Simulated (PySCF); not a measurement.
# Calculated NMR parameters of C[C@@H]1O[C@@H](F)C12COC2

```yaml
Formula: C6H9FO2
SMILES: C[C@@H]1O[C@@H](F)C12COC2
InChI: InChI=1S/C6H9FO2/c1-4-6(2-8-3-6)5(7)9-4/h4-5H,2-3H2,1H3/t4-,5+/m0/s1
Point_group_of_the_computed_structure: C1
Degrees_of_unsaturation: 2
Carbon_signals: 6
Proton_signals: 7
```

Bonds (- single, = double, # triple, : aromatic): C1-C2, C2-O3, O3-C4, C4-F5, C4-C6, C6-C7, C7-O8, O8-C9, C6-C2, C9-C6. C1 carries H10, H11, H12; C2 carries H13; C4 carries H14; C7 carries H15, H16; C9 carries H17, H18. Stereochemistry as in C[C@@H]1O[C@@H](F)C12COC2. H16, H17 are pro-R; H15, H18 are pro-S.

[PySCF 2.14.0 with density-fitted response routines: geometry from PBE0-D3(BJ)/def2-SVP; PBE0/pcSseg-1 with gauge-including orbitals; fast rotation and ring inversion assumed for equivalent nuclei; non-relativistic Hamiltonian; a single conformation; no solvent]

References, each an isolated molecule treated in the same way: ¹H and ¹³C vs TMS; CFCl3 for ¹⁹F; ¹⁷O against H2O.

| carbon | δC, type | δH (multiplicity) | HMBC from (2–3 bonds) | span of the C tensor (ppm) |
| --- | --- | --- | --- | --- |
| C1 | 20.1, CH3 | 1.33 (d) | H13 | 30 |
| C2 | 81.2, CH | 4.58 (m) | H14, H15, H18, H17, H16, H10/H11/H12 | 68 |
| C4 | 116.9, CH | 5.72 (m) | H15, H18, H13, H17, H16 | 33 |
| C6 | 48.3, C | – | H14, H15, H18, H13, H17, H16, H10/H11/H12 | 32 |
| C7 | 74.1, CH2 | H15 4.89 (m); H16 4.37 (m) | H14, H18, H13, H17 | 78 |
| C9 | 73.9, CH2 | H17 4.45 (m); H18 4.72 (m) | H14, H15, H13, H16 | 74 |

Other nuclei:
```csv
atoms,nucleus,environment,δ (ppm),σ (ppm)
F5,¹⁹F,fluorine on an sp3 carbon,-132.6,309.9
O3,¹⁷O,ether oxygen,117.4,217.2
O8,¹⁷O,ether oxygen,-1.5,336.1
```

Carbon types of the structure: 1 × C, 2 × CH, 2 × CH2, 1 × CH3, which accounts for all hydrogens. δC 116.9: sp3 CH bonded to F and O; 2 electronegative neighbours deshield it. δC 81.2: sp3 CH bonded to O; pulled downfield by the heteroatom. δC 74.1, 73.9: sp3 CH2 bonded to O; pulled downfield by the heteroatom. δH 5.72: hydrogen on an sp3 CH bonded to F and O; its carbon carries F and O, which withdraws density. δH 4.58: hydrogen on an sp3 CH bonded to O; its carbon carries O, hence the downfield position.

Splittings by ¹⁹F in the carbon and heteronuclear signals aren't shown, as no couplings were computed. Shifts are as computed. Against solution values, carbons near 30 ppm lie about +2 ppm off and those near 130 ppm about +5 ppm. Of 1211 compounds with measured shifts, 218 miss one by over three times the rms of a fit or turn the order of signals round; such compounds aren't used in these exercises. Unscaled 19F shifts against computed CFCl3 carry errors that often reach 10 to 50 ppm. Experimental scales use liquid or dissolved standards, which lie at an offset from isolated H2O (liquid H2O: subtract about 36 ppm). No couplings were computed; multiplicities are counted from neighbouring protons, with m where these are inequivalent, close in shift, in a saturated or five-membered ring or joined by F or P, and br s for small geminal =CH2 splittings.
